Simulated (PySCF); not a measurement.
# Polarisability and C₆ of Os (osmium, neutral)

[Xe] 4f14 5d6 6s2, high-spin 5D determinant. Computed with PySCF 2.14 in def2-TZVPPD with the def2 core potential (60 electrons) (6s5p3d2f1g, 59 functions), with scalar relativity through the core potential. Coupled (time-dependent) response in atomic units; α is the mean over directions.

| method | mean α (bohr³) | α xx, yy, zz | C₆ (like pair) | S(−4) |
| --- | --- | --- | --- | --- |
| UHF | 73.58 | 74.56, 74.56, 71.61 | 808.0 | 3386 |
| PBE | 51.76 | 50.13, 50.13, 55.02 | 537.1 | 1123 |
| PBE0 | 55.83 | 56.04, 56.04, 55.43 | 596.0 | 1328 |
| revPBE | 53.99 | 53.75, 53.75, 54.46 | 568.0 | 1253 |

S(−4) is the Cauchy moment in α(ω) = α(0) + S(−4) ω² + …

Reference α: 57 ± 3 bohr³ (recommended; Schwerdtfeger and Nagle, table of static dipole polarizabilities (2023 update)). Published C₆: 584.0 (Gould and Bucko (2016)).

Spin-orbit coupling is absent.

Hartree-Fock lies above the reference because it lacks correlation, which contracts the outer shell.

α(iu) at UHF:

```json
{"u (hartree)": "0", "α(iu) (bohr³)": "73.58"}
{"u (hartree)": "0.0500", "α(iu) (bohr³)": "66.56"}
{"u (hartree)": "0.100", "α(iu) (bohr³)": "54.10"}
{"u (hartree)": "0.200", "α(iu) (bohr³)": "34.69"}
{"u (hartree)": "0.300", "α(iu) (bohr³)": "23.71"}
{"u (hartree)": "0.500", "α(iu) (bohr³)": "13.72"}
{"u (hartree)": "0.750", "α(iu) (bohr³)": "8.809"}
{"u (hartree)": "1.00", "α(iu) (bohr³)": "6.399"}
{"u (hartree)": "1.50", "α(iu) (bohr³)": "3.925"}
{"u (hartree)": "2.00", "α(iu) (bohr³)": "2.657"}
{"u (hartree)": "3.00", "α(iu) (bohr³)": "1.433"}
{"u (hartree)": "5.00", "α(iu) (bohr³)": "0.5990"}
```

A single London oscillator, α(iu) = α/(1 + u²/ω²), gives C₆ = (3/4) ω α². Matching the computed C₆ needs ω = 4 × 808.0 / (3 × 73.58²) = 0.199 hartree.

The components differ because the open shell of this determinant is not spherical; for a pure term their mean is the scalar polarisability.

Energies and moments cover only the electrons outside the core potential. Spin-orbit coupling, absent here, splits the open shell strongly.
